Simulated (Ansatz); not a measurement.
Energy difference R1 → 2 P1, each structure at its B3LYP-D3(BJ)/def2-TZVP stationary point, reached from a drawn start (curvature not checked).
P1: N atom, charge 0, multiplicity 4.
R1, N2 (SMILES N#N) (charge 0, multiplicity 1):
```xyz
2

N      0.54546     0.00000     0.00000
N     -0.54546     0.00000     0.00000
```

P less R. No zero-point or thermal terms; singlets are restricted closed shells; open shells are unrestricted.

Frozen-core correlation throughout.

Run with Ansatz (a first-principles code). No computed number here is a measurement.

| level | reaction energy (kcal/mol) |
|---|---|
| HF/cc-pVDZ | 108.36 |
| B97M-V/def2-TZVPP | 224.36 |
| B3LYP/def2-TZVPP | 229.23 |
| wB97X-V/def2-TZVPP | 230.49 |
| B2PLYP/def2-TZVPP | 228.62 |
| MP2/cc-pVQZ | 234.75 |
| CCSD/cc-pVQZ | (withheld) |
| CCSD(T)/cc-pVDZ | (withheld) |
| CCSD(T)/cc-pVQZ | (withheld) |

**Question.** What belongs in the gaps?

**Answer.** 
- CCSD/cc-pVQZ, reaction energy (kcal/mol): 213.49
- CCSD(T)/cc-pVDZ, reaction energy (kcal/mol): 199.11
- CCSD(T)/cc-pVQZ, reaction energy (kcal/mol): 222.46
